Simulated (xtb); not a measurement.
GaBr3, SMILES [Ga]([Br])([Br])[Br]. All values are semi-empirical tight-binding results from xtb (GFN2-xTB unless named), good for trends rather than for accurate numbers. Coordinates come from a GFN2-xTB optimisation. The isomer is the one that the SMILES or the coordinates give; other isomers of the formula were not compared.

Optimised geometry:

```xyz
4

Ga     0.0000     0.0000     0.0000
Br     2.2938     0.0000     0.0000
Br    -1.1469    -1.9865     0.0000
Br    -1.1469     1.9865     0.0000
```
Charge 0, spin multiplicity 1.

For metal compounds this method's bond lengths and energies can be far off.

```yaml
point_group_as_xtb_finds_it: D3h
orbital_gap: 3.54 eV
zero_point_energy: 1.5 kcal/mol
G − E(el) at 298.15 K (modified RRHO): -19.9 kcal/mol
```

Computed atomic charges and the Wiberg bond orders between heavy atoms:
charges (e) Ga1 0.07, Br2 -0.02, Br3 -0.02, Br4 -0.02. Bond orders Ga1–Br2 1.24, Ga1–Br3 1.24, Ga1–Br4 1.24.
